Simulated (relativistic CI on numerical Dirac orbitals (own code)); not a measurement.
F3+: q coefficients

Calculated at this level of theory: Dirac-Coulomb-Breit CI, orbitals from a KLI potential per configuration, valence Slater integrals scaled by 0.85, P86 correlation energy added to each configuration, derivatives by finite differences, QED left out (own radial code, finite nucleus).

Configurations in the expansion (outside the closed core 1s2): 2s2.2p2, 2s.2p3, 2p4, 2s2.2p.3s, 2s2.2p.3p, 2s2.2p.3d, 2p3.3s, 2s.2p2.3s. Levels of other configurations are missing.

With x = (α/α₀)² − 1 an excitation energy changes as ω = ω₀ + qx; K = 2q/ω₀ is the relative enhancement. Terms are leading LS components, so labels can repeat.

Lowest level 2s2.2p2 3P_0.

```csv
Level,ω₀ (cm⁻¹),q (cm⁻¹)
2s2.2p2 3P_1,224,232.5
2s2.2p2 3P_2,605,609.8
2s2.2p2 1D_2,24028,414.2
2s2.2p2 1S_0,45677,509.7
2s.2p3 5S°_2,77917,1294
2s.2p3 3D°_3,151243,1285
2s.2p3 3D°_2,151292,1329
2s.2p3 3D°_1,151308,1346
2s.2p3 3P°_2,174473,1363
2s.2p3 3P°_1,174477,1364
2s.2p3 3P°_0,174498,1383
2s.2p3 1D°_2,230356,1398
2s.2p3 3S°_1,236619,1444
2s.2p3 1P°_1,253464,1450
2p4 3P_2,360516,2080
2p4 3P_1,360956,2523
2p4 3P_0,361147,2710
2p4 1D_2,383460,2300
2s2.2p.3s 3P°_0,415934,-315.5
2s2.2p.3s 3P°_1,416154,-113.6
2s2.2p.3s 3P°_2,416656,407.6
2s2.2p.3s 1P°_1,422397,209.1
2p4 1S_0,429225,2320
```

For a near-neutral ion this model can misplace configurations by up to about 10,000 cm⁻¹ (more where the count of f electrons changes) and terms by 10 to 25 % of their spread. Rates follow the energies as ν³ (E1, M1) or ν⁵ (E2), so they and the lifetimes can be off by large factors. The fine structure of a lone outer electron comes out too small, for d and f at times inverted, and misplaced configurations move strength between like terms.

**Question.** Which transition from the lowest level has the largest |K|?

**Answer.** 2s2.2p2 3P_1 at 224 cm⁻¹, K = 2.07.
